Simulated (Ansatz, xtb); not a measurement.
**Relaxing a trial structure of C2H7AlBF**

The starting geometry of this gas-phase singlet was built from a drawn formula by distance geometry and a force field; its bonds are those of `B[CH2][AlH][CH2]F`.

```yaml
atoms:
  - { symbol: C, position_ang: [-0.8786, -0.2078, 0.4361] }
  - { symbol: C, position_ang: [2.5429, 0.1110, 0.5869] }
  - { symbol: Al, position_ang: [0.9101, 0.1532, -0.4494] }
  - { symbol: B, position_ang: [-1.1214, 0.8653, 1.6100] }
  - { symbol: F, position_ang: [3.6399, 0.3721, -0.2488] }
  - { symbol: H, position_ang: [-2.0229, 1.5847, 1.5705] }
  - { symbol: H, position_ang: [-0.3620, 0.9037, 2.5297] }
  - { symbol: H, position_ang: [-0.8936, -1.2697, 0.8876] }
  - { symbol: H, position_ang: [-1.6822, -0.1233, -0.3078] }
  - { symbol: H, position_ang: [0.8896, 0.4851, -2.0418] }
  - { symbol: H, position_ang: [2.5280, 0.8202, 1.4302] }
  - { symbol: H, position_ang: [2.7069, -0.8748, 1.0532] }
```

Where would you expect an optimisation with r2SCAN-D4/def2-SVP to take it?

It keeps its bonds, and is `B[CH2][AlH][CH2]F`.

The energy falls by 0.38 eV over 22 steps:

```json
{"step": "1", "E − E(last) (eV)": "0.383"}
{"step": "3", "E − E(last) (eV)": "0.038"}
{"step": "6", "E − E(last) (eV)": "0.006"}
{"step": "8", "E − E(last) (eV)": "0.005"}
{"step": "10", "E − E(last) (eV)": "0.004"}
{"step": "13", "E − E(last) (eV)": "0.001"}
{"step": "15", "E − E(last) (eV)": "0.001"}
{"step": "17", "E − E(last) (eV)": "0.000"}
{"step": "20", "E − E(last) (eV)": "0.000"}
{"step": "22", "E − E(last) (eV)": "0.000"}
```

Final geometry (Å):

```xyz
12

C    -0.9964   -0.2163    0.4100
C     2.3785    0.2677    0.6470
Al    0.7554    0.1057   -0.4726
B    -0.8825    0.6981    1.6110
F     3.5249    0.3850   -0.1477
H    -1.3097    1.8329    1.5751
H    -0.2559    0.3533    2.5919
H    -0.8701   -1.3016    0.6011
H    -1.7624   -0.0222   -0.3565
H     0.8402    0.1622   -2.0544
H     2.3246    1.1503    1.3190
H     2.5101   -0.5951    1.3324
```

From the same start GFN2-xTB ends elsewhere, differing in Al3–B4 (2.45 against 2.72 Å here), Al3–F5 (1.91 against 2.80 Å here).

The end wasn't checked by frequencies. Run with Ansatz 0.2.0, 53 s on 2 threads of Intel(R) Xeon(R) Platinum 8259CL CPU @ 2.50GHz (Skylake/Cascade Lake), with other jobs on the host.
